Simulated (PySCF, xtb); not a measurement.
1,2-difluorocyclopenta-1,3-diene (C5H4F2), SMILES C1(=C(F)C=CC1)F.

GFN2-xTB (xtb) at its own geometry gives an orbital gap of 3.62 eV and a dipole moment of 3.76 D.

Geometry optimised at B3LYP-D3(BJ)/def2-SVP. Other conformers were not sampled.

Q: What does M06-2X/def2-TZVP in PySCF give? (An estimate is asked for; the answer gives what the named calculation found.)

A: gap 7.69 eV (levels -7.63 and 0.05 eV), dipole 2.67 D.
